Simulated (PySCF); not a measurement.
## MoNCl₃ + 3 HF → MoNF₃ + 3 HCl

Level: PBE in the def2-SVP basis family, computed in PySCF with density fitting; scalar-relativistic core potentials for atoms from Rb on, none lighter, no spin–orbit coupling; open shells unrestricted.

| species | state and structure | E (Eh) | ZPE (kJ/mol) | H(298 K) − H(0) (kJ/mol) | S° (J/(mol K)) |
| --- | --- | --- | --- | --- | --- |
| MoNCl₃ | singlet, C3v, Mo–Cl 2.268 Å (×3), Mo–N 1.641 Å; Cl–Mo–Cl 113.2° (×3), Cl–Mo–N 105.4° (×3) | -1502.66363 | 19.4 | 20.4 | 355.0 |
| HF | singlet, C∞v, H–F 0.932 Å | -100.25413 | 23.7 | 8.7 | 173.9 |
| MoNF₃ | singlet, C3v, Mo–F 1.853 Å (×3), Mo–N 1.641 Å; F–Mo–F 113.7° (×3), F–Mo–N 104.8° (×3) | -422.06516 | 26.4 | 17.7 | 320.3 |
| HCl | singlet, C∞v, H–Cl 1.296 Å | -460.46126 | 17.4 | 8.7 | 186.9 |

Q: What is the electronic reaction energy?

A: At PBE/def2-SVP, ΔE = -60.2 kJ/mol from the differences of the total energies times 2625.5, downhill. Ligand exchange with HF takes part in thermal etching.

Q: Add zero-point, thermal and entropy terms for 298.15 K and 1 bar.

A: ΔZPE = -11.9 and Δ[H(298) − H(0)] = -2.7 kJ/mol give ΔH° = -74.8 kJ/mol. ΔS° = 4.3 J/(mol K), so ΔG° = -74.8 − 298.15 × (0.0043) = -76 kJ/mol and log₁₀K = 13.3.

The structures come from searches over a few start shapes, so lower isomers are not excluded.
